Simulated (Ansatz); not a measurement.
These are Ansatz (a quantum-chemistry and plane-wave program) with PBE-D3(BJ)/def2-SVP values and carry that method's errors. No frequencies were computed at this level.

Ansatz 0.2 input:
```yaml
crystal:
  periodic: [false, false, false]
  atoms:
    - { symbol: F, position_ang: [1.425279, 0.777974, 0.026853] }
    - { symbol: Ge, position_ang: [-0.017079, -0.159541, 0.012761] }
    - { symbol: F, position_ang: [-1.226998, 1.046973, -0.189632] }
    - { symbol: H, position_ang: [0.003497, -0.963429, -1.241442] }
    - { symbol: H, position_ang: [-0.184698, -0.701977, 1.39146] }
basis:
  gaussian: { orbitals: def2-svp }
hamiltonian:
  xc: pbe
  dispersion: d3bj
relax:
  max_steps: 150
```

Output:

```
Functional definition: PBE
763 factors; their error is unknown
mean field evaluation 1: about -61957.3854 eV, gradient 4.9e1 eV
mean field evaluation 2: about -61941.5554 eV, gradient 1.1e2 eV
mean field evaluation 4: about -61960.8771 eV, gradient 3.5e0 eV
mean field evaluation 8: about -61960.8394 eV, gradient 3.2e-2 eV
mean field -61960.83935726 eV, -2277.0188478139 hartree, gradient 2.1e-5 eV, S^2 0.000000; 0 other end points of the search recorded, 0 dependent functions left out
reference -61960.83938469 eV, -2277.0188488221 hartree; 26, 26 occupied and 44, 44 virtual orbitals, 763 factors
relax step   1: F+E_penalty+E_count = -61960.89343554 eV  Δ(F+E_penalty+E_count) = +0.000e0 eV  max|allowed force component| = 9.030e-1 eV/Å  Δτ_max = 0.0000 Å  (23 SCF iters, accepted)
these checks for a lower state are left out or cut short: starts, cluster_reference, orbital_swaps, neighbouring_geometries, increment
763 factors; their error is unknown
mean field evaluation 16: about -61960.9874 eV, gradient 3.8e-2 eV
mean field -61960.93501332 eV, -2277.0223631094 hartree, gradient 5.1e-5 eV, S^2 0.000000; 0 other end points of the search recorded, 0 dependent functions left out
reference -61960.93504106 eV, -2277.0223641289 hartree; 26, 26 occupied and 44, 44 virtual orbitals, 763 factors
relax step   2: F+E_penalty+E_count = -61960.98864929 eV  Δ(F+E_penalty+E_count) = -9.521e-2 eV  max|allowed force component| = 3.037e-1 eV/Å  Δτ_max = 0.0464 Å  (23 SCF iters, accepted)
these checks for a lower state are left out or cut short: starts, cluster_reference, orbital_swaps, neighbouring_geometries, increment
763 factors; their error is unknown
mean field -61960.94125203 eV, -2277.0225923778 hartree, gradient 3.3e-5 eV, S^2 0.000000; 0 other end points of the search recorded, 0 dependent functions left out
reference -61960.94127978 eV, -2277.0225933976 hartree; 26, 26 occupied and 44, 44 virtual orbitals, 763 factors
relax step   3: F+E_penalty+E_count = -61960.99472493 eV  Δ(F+E_penalty+E_count) = -6.076e-3 eV  max|allowed force component| = 3.625e-2 eV/Å  Δτ_max = 0.0157 Å  (24 SCF iters, accepted)
these checks for a lower state are left out or cut short: starts, cluster_reference, orbital_swaps, neighbouring_geometries, increment
763 factors; their error is unknown
mean field -61960.94139849 eV, -2277.0225977601 hartree, gradient 7.5e-5 eV, S^2 0.000000; 0 other end points of the search recorded, 0 dependent functions left out
reference -61960.94142625 eV, -2277.0225987803 hartree; 26, 26 occupied and 44, 44 virtual orbitals, 763 factors
relax step   4: F+E_penalty+E_count = -61960.99487618 eV  Δ(F+E_penalty+E_count) = -1.512e-4 eV  max|allowed force component| = 6.480e-3 eV/Å  Δτ_max = 0.0051 Å  (18 SCF iters, accepted)
763 factors; their error is unknown
mean field evaluation 32: about -61940.1503 eV, gradient 1.2e2 eV
mean field -61960.94139849 eV, -2277.0225977601 hartree, gradient 7.5e-5 eV, S^2 0.000000; 1 other end points of the search recorded, 0 dependent functions left out
reference -61960.94142625 eV, -2277.0225987803 hartree; 26, 26 occupied and 44, 44 virtual orbitals, 763 factors
Total energy: -61960.99490394 eV, -2277.0245640490 hartree
Atom 0 at     1.480042     0.799303     0.027363 Å, force    -0.002472    -0.001239    -0.000143 eV/Å
Atom 1 at    -0.012097    -0.111193     0.010058 Å, force     0.000686     0.006480    -0.000417 eV/Å
Atom 2 at    -1.275695     1.078781    -0.197467 Å, force     0.002170    -0.001712     0.000237 eV/Å
Atom 3 at    -0.001461    -1.013518    -1.241962 Å, force    -0.000010    -0.001933    -0.002266 eV/Å
Atom 4 at    -0.190789    -0.753372     1.402007 Å, force    -0.000373    -0.001596     0.002589 eV/Å
Dipole moment:    -0.053287    -0.489757     0.044336 e Å
```

Cost: roughly 5 core-seconds.
